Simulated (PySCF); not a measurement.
## Working with the constants of GeH

UHF-CCSD(T) constants of GeH, ²Π (doublet), unpaired electrons π ↑ (Ge aug-cc-pVDZ-PP with ECP10, H aug-cc-pVDZ; scalar-relativistic core potentials (PySCF 2.14); masses 73.9212 and 1.0078 u):

| Property | Result |
| --- | --- |
| ωe | 1861.8 cm⁻¹ |
| ωexe | 32.8 cm⁻¹ |
| Be | 6.5967 cm⁻¹ |
| αe | 0.188 cm⁻¹ |
| D (centrifugal) | 0.000331 cm⁻¹ |
| De to Ge + H | 2.76 eV |

**Question.** Give the vibrational terms G(v) and spacings up to v = 6.

**Answer.** G(v) = ωe(v+½) − ωexe(v+½)².

```
v  G(v) (cm⁻¹)  G(v) − G(v−1)  Bv (cm⁻¹)
0          923                     6.503
1         2719           1796      6.315
2         4450           1731      6.127
3         6114           1665      5.939
4         7714           1599      5.751
5         9248           1534      5.563
6        10716           1468      5.375
```

**Question.** How well does the Morse estimate ωe²/(4ωexe) reproduce De, and what is D0?

**Answer.** It gives 3.28 eV, 119 % of the computed De. D0 = De − G(0) = 2.76 − 0.11 = 2.65 eV.

Correlated steps freeze 4 core orbitals. Correlated levels converge slowly with the basis: in double zeta they bind strong bonds too weakly, by up to about 1 eV, and carry superposition errors of some tenths. Spin–orbit coupling is left out. The state is the lowest determinant that a PBE0 search found; another state may lie lower at other levels.
